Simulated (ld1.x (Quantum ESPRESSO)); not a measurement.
Cutoff test, B, PAW

- Element: boron
- Generator: ld1.x (Quantum ESPRESSO) 7.5
- Type: PAW
- Functional: PBEsol
- Relativity: scalar-relativistic
- Frozen core: [He]
- Valence charge: 3
- Reference configuration: 2s2 2p1
- Partial waves: 2s (bound): rcut 1.30, rcutus 1.45 bohr; 2s channel at -0.25 Ry: rcut 1.30, rcutus 1.45 bohr; 2p (bound): rcut 2.80, rcutus 3.55 bohr; 2p channel at 4.45 Ry: rcut 2.80, rcutus 3.55 bohr
- Local potential: all-electron potential smoothed inside 2.95 bohr (lloc = -2)
- Core correction: Bessel-smoothed model core, default radius (core density twice the valence density)
- Augmentation charge: PSQ, radius 0.95 bohr

The pseudo-atom Hamiltonian at the reference potential is diagonalised in spherical Bessel functions j_l(qr) that vanish at 20 bohr, with q² up to the cutoff. All-electron valence levels (Ry): 2s -0.6880, 2p -0.2613.

How do the lowest levels (Ry) of each channel move with the cutoff, and are there ghosts?

| cutoff (Ry) | s #1 | s #2 | p #1 | p #2 | d #1 | d #2 | f #1 | Σ f·Δε (mRy) |
| --- | --- | --- | --- | --- | --- | --- | --- | --- |
| 8 | -0.6856 | -0.0084 | -0.2612 | 0.0330 | 0.0671 | 0.1640 | 0.1132 | 5.1 |
| 10 | -0.6863 | -0.0084 | -0.2613 | 0.0329 | 0.0671 | 0.1640 | 0.1132 | 3.5 |
| 12 | -0.6871 | -0.0085 | -0.2613 | 0.0329 | 0.0671 | 0.1640 | 0.1132 | 2.0 |
| 15 | -0.6876 | -0.0085 | -0.2613 | 0.0329 | 0.0671 | 0.1640 | 0.1132 | 0.9 |
| 18 | -0.6879 | -0.0085 | -0.2613 | 0.0329 | 0.0671 | 0.1640 | 0.1132 | 0.2 |
| 21 | -0.6880 | -0.0085 | -0.2613 | 0.0328 | 0.0671 | 0.1640 | 0.1132 | 0.2 |
| 400 | -0.6881 | -0.0085 | -0.2613 | 0.0328 | 0.0671 | 0.1640 | 0.1132 | 0.0 |

Result: no extra level below or beside the all-electron valence levels (s, p, d, f tested); 10 mRy is reached at 6 Ry and 1 mRy at 15 Ry.
